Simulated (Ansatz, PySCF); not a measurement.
Noncovalent pair: HF (SMILES F) (first 2 atoms) with H2 (SMILES [H][H]); geometry from B3LYP-D3(BJ)/def2-TZVP.
(charge 0, multiplicity 1):
| atom | x (Å) | y (Å) | z (Å) |
|---|---|---|---|
| F | -0.0821 | 0.1939 | -0.5040 |
| H | -0.0694 | 0.0989 | 0.4177 |
| H | -0.0910 | -0.4597 | 2.3092 |
| H | 0.0080 | 0.2767 | 2.3797 |

Quantity: the interaction energy.

Monomers are frozen at their geometry in the pair; levels with a basis set take the counterpoise correction.

Cores are frozen in the correlated methods. CBS: X⁻³ extrapolation of the correlation energy, Hartree–Fock from the larger set.

Programs: Ansatz (Gaussian orbitals); PySCF for the dispersion terms. Values without a source in brackets are computed.

Costs are ratios of core time to PBE/def2-TZVPPD (roughly 1.0 s), for whole runs (searches for the state included, and forces where a run took them) on one shared machine, so rough; each difference counts from -4.5 kJ/mol (CCSD(T)/CBS(aug-cc-pVTZ, aug-cc-pVQZ), a level with limits of its own).

A star marks coupled-cluster runs past 200 virtual orbitals, where the program's memory plan changes under this machine's limit, so their costs aren't comparable with smaller runs.

```json
[
 {"level": "revPBE/def2-TZVPPD", "basis functions": "91", "cost": "×0.8", "difference (kJ/mol)": "2.4"},
 {"level": "B3LYP/def2-TZVPPD", "basis functions": "91", "cost": "×1", "difference (kJ/mol)": "0.5"},
 {"level": "CCSD(T)/aug-cc-pVDZ", "basis functions": "50", "cost": "×1", "difference (kJ/mol)": "1.2"},
 {"level": "PBE/def2-TZVPPD", "basis functions": "91", "cost": "×1", "difference (kJ/mol)": "-1.4"},
 {"level": "PBE0/def2-TZVPPD", "basis functions": "91", "cost": "×1", "difference (kJ/mol)": "-0.8"},
 {"level": "PBE0-D3(BJ)/def2-TZVPPD", "basis functions": "91", "cost": "×1", "difference (kJ/mol)": "-1.5"},
 {"level": "B2PLYP-D3(BJ)/def2-TZVPPD", "basis functions": "91", "cost": "×1", "difference (kJ/mol)": "-0.1"},
 {"level": "r2SCAN/def2-TZVPPD", "basis functions": "91", "cost": "×2", "difference (kJ/mol)": "0.1"},
 {"level": "r2SCAN-D3(BJ)/def2-TZVPPD", "basis functions": "91", "cost": "×2", "difference (kJ/mol)": "-0.1"},
 {"level": "B97M-V/def2-TZVPPD", "basis functions": "91", "cost": "×2", "difference (kJ/mol)": "-0.3"},
 {"level": "CCSD(T)/aug-cc-pVTZ", "basis functions": "115", "cost": "×6", "difference (kJ/mol)": "0.4"},
 {"level": "CCSD(T)/aug-cc-pVQZ", "basis functions": "218", "cost": "×700*", "difference (kJ/mol)": "0.1"}
]
```

Ansatz is a first-principles code.
